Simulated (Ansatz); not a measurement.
Ansatz (a first-principles code) input for Cd(Me)2 (C₂H₆Cd), SMILES [CH3][Cd][CH3], CAM-B3LYP/def2-SVPD. Geometry optimised at B3LYP-D3(BJ)/def2-SVP. The isomer is the one that the SMILES or the coordinates give; other isomers of the formula were not compared. The def2 effective core potentials stand for the cores of Cd; spin–orbit coupling is left out.

Ansatz 0.2 input:
```yaml
crystal:
  periodic: [false, false, false]
  atoms:
    - {symbol: Cd, position_ang: [-0.00000000, -0.00000000, -0.00000000]}
    - {symbol: C, position_ang: [0.00000000, 0.00000000, -2.13457866]}
    - {symbol: H, position_ang: [0.88363603, 0.52986604, -2.52397332]}
    - {symbol: H, position_ang: [-0.90069547, 0.50031823, -2.52397332]}
    - {symbol: H, position_ang: [0.01705944, -1.03018427, -2.52397332]}
    - {symbol: C, position_ang: [-0.00000000, -0.00000000, 2.13457866]}
    - {symbol: H, position_ang: [0.88363603, -0.52986604, 2.52397332]}
    - {symbol: H, position_ang: [-0.90069546, -0.50031822, 2.52397332]}
    - {symbol: H, position_ang: [0.01705944, 1.03018427, 2.52397332]}
basis:
  gaussian:
    orbitals: def2-SVPD
hamiltonian:
  xc: {name: CAM-B3LYP}
```

Output:

```
WARN ansatz: RAYON_NUM_THREADS=1 ignored (pool sized by the plan → 1); use --threads N
Functional definition: CAM-B3LYP
integrals: 0.05 GiB planned
1063 factors; their error is unknown
integrals: 0.08 GiB planned
415 factors; integrals over basis functions are off by at most 8.5e-6 eV
mean field: 0.54 GiB planned
mean field evaluation 1: about -6724.7113 eV, gradient 5.4e1 eV
mean field evaluation 2: about -6724.9226 eV, gradient 5.1e1 eV
mean field evaluation 4: about -6731.6651 eV, gradient 9.0e-1 eV
mean field evaluation 8: about -6731.7404 eV, gradient 1.7e-1 eV
mean field -6731.74045561 eV, -247.3868988062 hartree, gradient 6.9e-5 eV, S^2 0.000000; 0 other end points of the search recorded, 0 dependent functions left out
reference -6731.74059014 eV, -247.3869037500 hartree; 19, 19 occupied and 103, 103 virtual orbitals, 1063 factors
Total energy: -6731.74059014 eV, -247.3869037500 hartree
```

The run converged.

Cost: about 4 core-seconds (a rough figure).
